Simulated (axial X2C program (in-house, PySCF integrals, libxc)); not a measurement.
## Nuclear properties of WP

Calculated with an in-house all-electron X2C program for linear molecules (integrals from PySCF): two-component X2C with atomic mean-field Coulomb and Gaunt terms, Gaussian nuclei, basis W dyall-cv3z, P dyall-v3z with contracted cores.

R = 2.124 Å (near the PBE0 minimum at charge 0 of the determinant lowest at the starting distance; the state shown can have its own minimum elsewhere).

Determinant lowest in the PBE0 search, Ω = 3/2 (⟨Sz⟩ = 1.49, ⟨Lz⟩ = 0.01 at PBE0), spin on the atoms W 1.95, P -0.46:

```tsv
level	Eeff magnitude (GV/cm)	Ws magnitude W (kHz)	A∥/gI W (MHz)	qzz W (a.u.)	A∥/gI P (MHz)	qzz P (a.u.)	μ (D)
PBE0	25.9	15.8	2660	0.22	45.3	-1.03	-3.72
HF	31.7	18.9	2270	-1.12	29.2	-1.65	-4.25
r2SCAN	27.1	17	3020	0.16	27.7	-0.95	-3.63
LDA	23.1	14.1	2710	-0.09	30.5	-0.91	-2.97
BP86	23	14	2690	-0.01	36.5	-0.89	-3.10
```

Determinant 1.15 eV from it at PBE0 and this distance, Ω = 1/2 (⟨Sz⟩ = 0.52, ⟨Lz⟩ = -0.02 at PBE0), spin on the atoms W 0.65, P -0.14:

```
 level  Eeff magnitude (GV/cm)  Ws magnitude W (kHz)  A∥/gI W (MHz)  qzz W (a.u.)  A∥/gI P (MHz)  qzz P (a.u.)  μ (D)
  PBE0                    20.7                  39.9           9570          0.53            101         -0.97  -3.62
    HF                    55.7                   120           7210         -3.01            396         -0.80  -3.83
r2SCAN                    19.8                  38.9          10100          0.16             66         -0.90  -3.45
   LDA                    18.3                  34.6           9230          0.02           85.1         -0.90  -2.85
  BP86                    18.4                  34.9           9210         -0.01           85.7         -0.87  -2.95
```

Eeff is the effective electric field on the electron electric dipole moment in this Ω state and Ws the scalar–pseudoscalar constant of the nucleus named (defined with the proton number Z and per Ω); A∥ (defined per Ω) follows by multiplying with gI = μI/(I μN); qzz is the electric field gradient, eQq0 = 234.96 MHz × Q/barn × qzz; μ is positive if the P end (last atom) is positive. The operators were transformed with the bare-nucleus X2C matrices; with these basis sets, hyperfine constants and field gradients can be off by tens of per cent, and where levels differ in sign neither size nor sign is settled.

Q: With gI(183W) = 0.2356, gI(31P) = 2.2632 (g factors from the IAEA table of nuclear moments by Stone), turn the PBE0 values of the first state into constants in MHz.

A: A∥(183W) = 2660 × 0.2356 = 627 MHz; A∥(31P) = 45.3 × 2.2632 = 103 MHz.

Each state is one determinant with collinear spin, which with several unpaired electrons need not be a pure state. Unrestricted Hartree–Fock can overshoot spin polarisation at the nuclei. This is the top spin component of a Σ state; components of lower Ω are not single determinants and can lie lower. With several open shells hyperfine constants can be off by a factor of several. Where Eeff spreads by more than a factor of two the levels disagree and none is to be relied on. In the state Ω = 3/2 the atomic spins oppose each other (1.95, -0.46): a broken-symmetry determinant whose values are not spin-projected. The search compared states at one distance, so a state with another bond length can lie lower. Further determinants of the search, some of them spin-mixed, are not shown. Where a field gradient or hyperfine factor spreads by more than a factor of two over the levels, a constant derived from it is not to be relied on. PBE0 term energies can be off by some tenths of an eV.
